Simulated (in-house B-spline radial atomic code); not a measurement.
A fraction x of an electron is removed from 3d in Kr VI (Kr5+), starting from [Ar] 3d10 4s2 4p1 and keeping the highest spin. Method: scalar-relativistic (X2C) OLYP, spin-polarised, spherical fractional occupations, Fermi nucleus of rms radius 4.1884 fm. Calculated with a B-spline radial code for spherical atoms.

```tsv
x	E(x) - E(0) (eV)	3d down level (eV)
0	0.0000	-155.947
0.1	15.7544	-159.144
0.17	?	?
0.34	54.8768	-166.895
0.42	68.3326	-169.503
0.5	?	?
0.53	87.1760	-173.108
0.73	122.4579	-179.722
0.82	138.7678	-182.723
0.94	160.9356	-186.746
1	172.2010	-188.767
```

Q: What belongs in the row x = 0.17?

A: An energy change of 26.9732 eV; 3d down at -161.393 eV.

Q: What belongs in the row x = 0.5?

A: An energy change of 81.9976 eV; 3d down at -172.123 eV.

Q: Check Janak's theorem between x = 0.34 and 0.42.

A: The slope of the energy is 168.20 eV; the orbital levels give 168.20 eV (-ε of the emptying orbital, averaged over the two points).
